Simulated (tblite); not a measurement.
Compound: C₄H₁₀FNSi.
SMILES with atom numbers: `[NH2:1][Si@@H:2]([F:3])[CH:4]1[CH2:5][CH2:6][CH2:7]1` (hydrogens: H8, H9 on N1; H10 on Si2; H11 on C4; H12, H13 on C5; H14, H15 on C6; H16, H17 on C7)

Computed with GFN2-xTB (tblite), gas phase: L-BFGS steps from a force-field or distance-geometry start until the largest atomic force falls under 0.01 eV/Å.

The end geometry, which sets the zero of energy:
```
atom  x, y, z in Å
N1      2.0279    0.3739    1.3032
Si2     1.7411   -0.4198   -0.1916
F3      1.8608   -1.9811    0.2045
C4     -0.0234   -0.0487   -0.7725
C5     -1.1408   -1.0190   -0.3290
C6     -2.0390    0.1826   -0.0134
C7     -0.8164    1.1023   -0.1182
H8      2.7645    0.0249    1.8951
H9      1.9854    1.3774    1.3531
H10     2.7408   -0.2686   -1.2466
H11    -0.0478    0.0643   -1.8583
H12    -1.5008   -1.7079   -1.0909
H13    -0.8740   -1.5874    0.5592
H14    -2.5453    0.1655    0.9499
H15    -2.7748    0.3719   -0.7932
H16    -0.9376    2.0016   -0.7203
H17    -0.4278    1.3800    0.8590
```

Question: These geometries come from the run, each turned onto the end geometry. Order them by energy, lowest first.
A.
```
atom  x, y, z in Å
N1      2.1881    0.3164    1.3397
Si2     1.6553   -0.4464   -0.1801
F3      1.7761   -2.1306    0.0696
C4     -0.0591   -0.0706   -0.6954
C5     -1.1507   -1.0046   -0.1533
C6     -2.0544    0.2247   -0.2657
C7     -0.7874    1.0236    0.0594
H8      3.2250    0.2579    1.4098
H9      1.8390    1.2823    1.4724
H10     2.5714   -0.0794   -1.2684
H11    -0.2161    0.0538   -1.7718
H12    -1.4163   -1.8340   -0.8320
H13    -0.9622   -1.2867    0.9128
H14    -2.8488    0.2879    0.4760
H15    -2.3568    0.3622   -1.3283
H16    -0.7998    2.0081   -0.4088
H17    -0.6104    1.0473    1.1540
```
B.
```
atom  x, y, z in Å
N1      2.2069    0.3011    1.2735
Si2     1.7372   -0.4426   -0.2056
F3      1.8323   -2.0303    0.0714
C4     -0.0505   -0.0705   -0.6462
C5     -1.1796   -1.0167   -0.1910
C6     -2.0969    0.2178   -0.2154
C7     -0.8387    1.0658    0.0201
H8      3.1905    0.2742    1.5012
H9      1.8534    1.2236    1.4739
H10     2.6461   -0.1504   -1.3234
H11    -0.1193    0.0487   -1.7282
H12    -1.4173   -1.8914   -0.8003
H13    -0.9984   -1.3569    0.8281
H14    -2.9413    0.2846    0.4736
H15    -2.4632    0.3799   -1.2301
H16    -0.7687    2.0733   -0.3921
H17    -0.5997    1.1017    1.0803
```
C.
```
atom  x, y, z in Å
N1      2.0627    0.3715    1.3102
Si2     1.7419   -0.4234   -0.1763
F3      1.9026   -1.9801    0.2204
C4     -0.0261   -0.0661   -0.7607
C5     -1.1611   -1.0232   -0.3325
C6     -2.0506    0.1889   -0.0265
C7     -0.8147    1.0933   -0.1166
H8      2.8287    0.0475    1.8785
H9      1.9795    1.3728    1.3696
H10     2.7058   -0.2328   -1.2573
H11    -0.0379    0.0444   -1.8475
H12    -1.5269   -1.7065   -1.0977
H13    -0.9157   -1.5972    0.5585
H14    -2.5680    0.1733    0.9325
H15    -2.7754    0.3895   -0.8163
H16    -0.9184    1.9984   -0.7143
H17    -0.4336    1.3615    0.8661
```
D.
```
atom  x, y, z in Å
N1      2.1215    0.3313    1.3020
Si2     1.7605   -0.4397   -0.1845
F3      1.9880   -1.9980    0.1786
C4     -0.0289   -0.0663   -0.6814
C5     -1.1720   -1.0185   -0.2733
C6     -2.0823    0.2035   -0.1033
C7     -0.8320    1.0941   -0.0509
H8      3.0093    0.1203    1.7277
H9      1.8912    1.3030    1.4167
H10     2.6376   -0.2554   -1.3327
H11    -0.0633    0.0607   -1.7662
H12    -1.4612   -1.7544   -1.0226
H13    -0.9674   -1.5174    0.6720
H14    -2.7423    0.2231    0.7613
H15    -2.6765    0.3917   -0.9953
H16    -0.8624    2.0183   -0.6314
H17    -0.5270    1.3154    0.9733
```
E.
```
atom  x, y, z in Å
N1      2.0796    0.3552    1.3104
Si2     1.7404   -0.4345   -0.1779
F3      1.9290   -1.9871    0.2132
C4     -0.0289   -0.0631   -0.7369
C5     -1.1624   -1.0196   -0.3116
C6     -2.0598    0.1953   -0.0515
C7     -0.8200    1.0923   -0.0961
H8      2.9001    0.0734    1.8328
H9      1.9501    1.3487    1.3822
H10     2.6827   -0.2295   -1.2906
H11    -0.0417    0.0492   -1.8229
H12    -1.5085   -1.7204   -1.0687
H13    -0.9341   -1.5713    0.5977
H14    -2.6306    0.1866    0.8756
H15    -2.7395    0.3919   -0.8804
H16    -0.8990    2.0035   -0.6841
H17    -0.4645    1.3412    0.8987
```

Answer: C (0.004 eV), E (0.011 eV), D (0.033 eV), B (0.158 eV), A (0.782 eV).

In the order of the answer:

```
step  E above end (eV)  largest force (eV/Å)  rms force component (eV/Å)  rms distance from end (Å)  rms bond change (Å)  bond most changed (Å)
  39             0.004                  0.09                       0.023                      0.033                0.001          C6–H15 +0.002
  34             0.011                  0.26                       0.068                      0.071                0.003         Si2–H10 +0.011
  28             0.033                  0.18                       0.054                      0.154                0.002         Si2–H10 -0.005
   7             0.158                  0.29                       0.098                      0.336                0.005          Si2–C4 -0.016
   0             0.782                  2.62                       0.694                      0.370                0.036          Si2–F3 +0.092
```

What follows is the cost of the whole relaxation. Hardware: one thread, Intel Xeon 6975P-C (x86_64) (shared host). Cost: 0.29 s.
